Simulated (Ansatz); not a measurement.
Nb2S⁺ was relaxed with r2SCAN-D4 (def2-TZVP) in Ansatz in these states: charge +1 doublet, charge +1 quartet. The geometries follow in no particular order.

In the def2 sets Nb takes a core potential; there is no spin–orbit coupling.

A:

Cartesian coordinates in Å:
```
Nb 0.437 0.803 -0.899
Nb 0.881 -0.867 0.671
S -1.318 0.064 0.228
```

B:

Cartesian coordinates in Å:
```
Nb -0.831 -0.848 0.498
Nb -0.512 0.967 -0.678
S 1.343 -0.119 0.180
```

Question: Judge from the bond lengths which geometry belongs to which state (an estimate).

Answer: A is the charge +1 quartet (Nb1–Nb2 2.335 Å, Nb2–S3 2.429 Å, Nb1–S3 2.212 Å); B is the charge +1 doublet (Nb1–Nb2 2.187 Å, Nb2–S3 2.315 Å, Nb1–S3 2.315 Å).

At PBE0-D4/def2-TZVP a doublet lies 0.79 eV below the charge +1 quartet. These are the stationary points nearest to one start from a short search; other shapes may lie lower in each state.
